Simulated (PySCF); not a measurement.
TDDFT excited states: C5H6O3Si

Compound: C₅H₆O₃Si.
SMILES with atom numbers: `[O:1]=[C:2]([OH:3])[c:4]1[cH:5][o:6][c:7]([SiH3:8])[cH:9]1` (hydrogens: H10 on O3; H11 on C5; H12, H13, H14 on Si8; H15 on C9)

Geometry (GFN2-xTB, Å), atoms numbered from 1 in this order:
```xyz
15
C5H6O3Si angstrom
O      2.6575    1.3350   -1.2271
C      2.4011    0.4146   -0.4929
O      3.3602   -0.3623    0.0449
C      1.0581    0.0101   -0.0846
C      0.6992   -1.0258    0.7426
O     -0.6213   -1.0781    0.8764
C     -1.1657   -0.0732    0.1375
Si    -3.0345    0.0939    0.1420
C     -0.1640    0.6243   -0.4734
H      4.2297   -0.0541   -0.2560
H      1.2934   -1.7516    1.2622
H     -3.3607    1.2285   -0.7181
H     -3.6160   -1.1473   -0.3714
H     -3.4792    0.3241    1.5172
H     -0.2623    1.4699   -1.1212
```

The calculation used PySCF, TDDFT CAM-B3LYP/def2-SVPD, vertical, gas phase, core orbitals frozen in the response.

Problem. Predict the UV-vis stick spectrum at this level.

Solution. 

```json
{"state": "S1", "E (eV)": "5.47", "E (hartree)": "0.2010", "f": "0.0000", "|μ| (D)": "0.02", "symmetry": "–", "main configurations (H = HOMO, L = LUMO)": "H-1→L (81%), H-1→L+1 (13%)"}
{"state": "S2", "E (eV)": "5.54", "E (hartree)": "0.2036", "f": "0.071", "|μ| (D)": "1.84", "symmetry": "A′", "main configurations (H = HOMO, L = LUMO)": "H→L (96%)"}
{"state": "S3", "E (eV)": "6.25", "E (hartree)": "0.2298", "f": "0.198", "|μ| (D)": "2.89", "symmetry": "A′", "main configurations (H = HOMO, L = LUMO)": "H→L+1 (80%), H-2→L (15%)"}
{"state": "S4", "E (eV)": "6.69", "E (hartree)": "0.2457", "f": "0.0001", "|μ| (D)": "0.06", "symmetry": "–", "main configurations (H = HOMO, L = LUMO)": "H→L+2 (66%), H→L+3 (19%), H→L+4 (9%)"}
{"state": "S5", "E (eV)": "6.77", "E (hartree)": "0.2490", "f": "0.680", "|μ| (D)": "5.15", "symmetry": "A′", "main configurations (H = HOMO, L = LUMO)": "H-2→L (77%), H→L+1 (14%)"}
{"state": "S6", "E (eV)": "7.36", "E (hartree)": "0.2704", "f": "0.0029", "|μ| (D)": "0.32", "symmetry": "A″", "main configurations (H = HOMO, L = LUMO)": "H→L+3 (35%), H→L+4 (22%), H→L+2 (20%)"}
{"state": "S7", "E (eV)": "7.40", "E (hartree)": "0.2720", "f": "0.0001", "|μ| (D)": "0.06", "symmetry": "–", "main configurations (H = HOMO, L = LUMO)": "H→L+5 (58%), H→L+3 (20%), H→L+4 (10%)"}
{"state": "S8", "E (eV)": "7.57", "E (hartree)": "0.2783", "f": "0.0059", "|μ| (D)": "0.45", "symmetry": "A″", "main configurations (H = HOMO, L = LUMO)": "H→L+4 (39%), H→L+5 (24%), H→L+3 (17%)"}
```

Triplets (Tamm–Dancoff): T1 3.73 eV, H→L (76%), H→L+1 (13%); T2 4.67 eV, H→L+1 (66%), H-2→L (11%), H→L (9%); T3 5.03 eV, H-1→L (79%), H-1→L+1 (14%).

The lowest singlet comes at 227 nm (528 kJ/mol) in the ultraviolet; it is dark (f under 0.0005); its leading configuration is HOMO-1→LUMO (81%). The strongest level in the table is S5 at 6.77 eV (183 nm, f = 0.680). Löwdin shares by element: HOMO carbon 78% or more (atoms not listed hold the other 22%); LUMO carbon 55% or more, oxygen 15% or more (atoms not listed hold the other 30%). Weighted by f, the mean energy of these states is 6.58 eV. The listed states span 2.10 eV, and the widest gap between neighbours is 0.71 eV (S2 to S3). Of the 8 states listed, 3 reach f = 0.01 and 3 stay under 0.0005. Symmetry labels in Cs follow from the direction of the transition dipole and are given only for states with f of 0.002 or more. Only the lowest 8 singlets were computed, as vertical energies without vibronic structure.

Time: 99 s wall; peak memory 1.1 GiB. Hardware: an Intel Xeon at 2.70 GHz with one thread, no GPU, shared host.

One conformer stands for the species.
